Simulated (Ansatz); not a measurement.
Start from `C=CF` and change one atom or group to get `C=C(F)Br`.

Ansatz, PBE0-D4/def2-TZVP geometries, multiplicity 1. 

Scalar relativity is left out up to krypton.

```tsv
property	`C=CF`
LUMO energy (B3LYP/def2-TZVPP) / eV	-0.03
LUMO energy (ωB97M-V/def2-TZVPP) / eV	2.43
LUMO energy (PBE0/def2-TZVPP) / eV	0.26
HOMO energy (B3LYP/def2-TZVPP) / eV	-7.53
HOMO energy (PBE/def2-TZVPP) / eV	-6.49
LUMO energy (PBE/def2-TZVPP) / eV	-0.79
```

(1) What does the change do to each property? (An estimate is asked.)

## Answers

(1) Computed: 
| property | `C=C(F)Br` | shift |
| --- | --- | --- |
| LUMO energy (B3LYP/def2-TZVPP) / eV | -0.42 | -0.39 |
| LUMO energy (ωB97M-V/def2-TZVPP) / eV | 2.00 | -0.43 |
| LUMO energy (PBE0/def2-TZVPP) / eV | -0.17 | -0.43 |
| HOMO energy (B3LYP/def2-TZVPP) / eV | -7.36 | 0.17 |
| HOMO energy (PBE/def2-TZVPP) / eV | -6.38 | 0.11 |
| LUMO energy (PBE/def2-TZVPP) / eV | -1.16 | -0.37 |

With PBE0 the HOMO rises by 0.16 eV and the LUMO falls by 0.43 eV, so the gap narrows by about 0.59 eV. PBE moves the HOMO by 0.11 eV and ωB97M-V by 0.27 eV.

B3LYP here is the variant with VWN-RPA as its local correlation; programs differ in this.

Spin–orbit coupling is left out; it splits and shifts lone-pair levels of the heavy atoms by tenths of an eV.
